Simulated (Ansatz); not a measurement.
Be₄O₃⁺. Charge 1, multiplicity 2. Geometry PBE0-D4/def2-SVP; atoms count from 1.

```xyz
7

Be    1.3120   -0.8235   -1.2581
Be    1.0744    0.2640    1.1145
Be   -1.0272   -0.5059   -1.6406
Be   -1.2569    0.5841    0.7344
O    -1.7155    0.1020   -0.5840
O     1.7770   -0.3772   -0.0152
O    -0.1638    0.7565    1.6490
```

Another isomer (doublet) lies 0.81 eV lower at PBE0-D4/def2-TZVP; other spin states weren't run for this one.

(1) Estimate the Mulliken populations from the PBE0/def2-TZVP orbitals of Ansatz.

(2) Where does the spin sit?

(3) And the Mayer bond orders between bonded heavy atoms (over 0.3)?

Answers

(1) 
| atom | charge (e) | spin (α − β) |
| --- | --- | --- |
| Be1 | 0.31 | 0.46 |
| Be2 | 0.24 | 0.00 |
| Be3 | 0.31 | 0.46 |
| Be4 | 0.24 | 0.00 |
| O5 | 0.01 | 0.04 |
| O6 | 0.01 | 0.03 |
| O7 | -0.11 | 0.00 |
Mulliken values and Mayer orders depend strongly on the basis.

(2) Summed by element: Be 0.93, O 0.07, of 1 unpaired in all. Largest on single atoms: Be1 0.46, Be3 0.46, O5 0.04.

(3) Be1–O6 1.65 (1.40 Å); Be2–O6 1.12 (1.48 Å); Be2–O7 1.30 (1.44 Å); Be3–O5 1.65 (1.40 Å); Be4–O5 1.12 (1.48 Å); Be4–O7 1.30 (1.44 Å). Values over 0.3 also appear between atoms too far apart for a bond (Be1–Be3 0.50 at 2.39 Å); they arise where an orbital or an unpaired electron spreads over both atoms.
